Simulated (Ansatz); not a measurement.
Potential energy curve for B2, triplet.

UKS-PBE = unrestricted PBE/cc-pVTZ run with Ansatz (a first-principles code); UKS-CAM-B3LYP = unrestricted CAM-B3LYP/cc-pVTZ (Ansatz); FCI = Ansatz with full CI/cc-pVTZ, frozen core.

Energies relative to the lowest point of each curve between 1.32 and 1.82 Å, where full CI is lowest, in kJ/mol; the last columns give the error against full CI:

| R / Å | UKS-PBE | UKS-CAM-B3LYP | FCI | UKS-PBE − FCI | UKS-CAM-B3LYP − FCI |
|---|---|---|---|---|---|
| 1.21 | 306.8 | 273.2 | 331.2 | -24.4 | -58.0 |
| 1.32 | 124.5 | 100.6 | 139.8 | -15.3 | -39.2 |
| 1.40 | 52.4 | 35.6 | 62.3 | -9.9 | -26.7 |
| 1.47 | 17.8 | 7.3 | 23.7 | -5.9 | -16.4 |
| 1.51 | 7.0 | 0.0 | 10.9 | -3.9 | -10.9 |
| 1.60 | 0.0 | 0.7 | 0.0 | 0.0 | 0.7 |
| 1.65 | 3.7 | 8.6 | 2.0 | 1.7 | 6.6 |
| 1.70 | 11.3 | 20.2 | 8.1 | 3.2 | 12.1 |
| 1.74 | 19.3 | 29.6 | 15.2 | 4.1 | 14.4 |
| 1.82 | 38.9 | 34.4 | 33.8 | 5.1 | 0.6 |

UKS-PBE is furthest from FCI at 1.21 (-24.4 kJ/mol, below); its mean absolute error over the points is 7.4 kJ/mol.

UKS-CAM-B3LYP is furthest from FCI at 1.21 (-58.0 kJ/mol, below); its mean absolute error over the points is 18.6 kJ/mol.

The scan ran from 1.21 to 5.68 Å; beyond the distances shown full CI changes its symmetry label. The unrestricted determinant behind UKS-PBE is spin-contaminated at 1.21 to 1.82 Å (<S²> up to 2.8, against 2.00 for a pure triplet). The unrestricted solution behind UKS-CAM-B3LYP changes between 1.70 and 1.74 Å, which can leave a kink. The unrestricted determinant behind UKS-CAM-B3LYP is spin-contaminated at 1.21 to 1.74 Å (<S²> up to 2.9, against 2.00 for a pure triplet). Also computed but left out beside FCI, since their determinant holds another spin at the minimum (<S²> over 0.7 above the pure value): UHF, UMP2, UCCSD, UCCSD(T), UMP2/6-31G*.
